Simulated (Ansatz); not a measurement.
Z-matrix (Å, degrees):
```
N
B 1 1.390
H 1 1.003 2 123.7
H 1 1.007 2 121.4 3 180.0
F 2 1.336 1 119.5 3 -180.0
Te 2 2.181 1 124.6 3 0.0
H 6 1.658 2 93.2 1 0.0
```

Charge 0, multiplicity 1. Te takes the def2 core potential.

Q: List the r2SCAN/def2-TZVPP orbital energies in eV (Ansatz). (An estimate is asked.)

A: Ansatz gave: Occupied: -666.37, -385.63, -182.32, -168.56, -117.75, -117.61, -117.46, -41.60, -41.55, -41.41, -41.29, -41.29, -31.79, -23.23, -16.57, -14.22, -13.38, -12.71, -11.32, -10.89, -9.06, -7.76, -7.55, -5.65. Lowest empty: -0.95, 0.14, 0.41, 1.24, 2.13, 2.50, 3.02, 3.93.
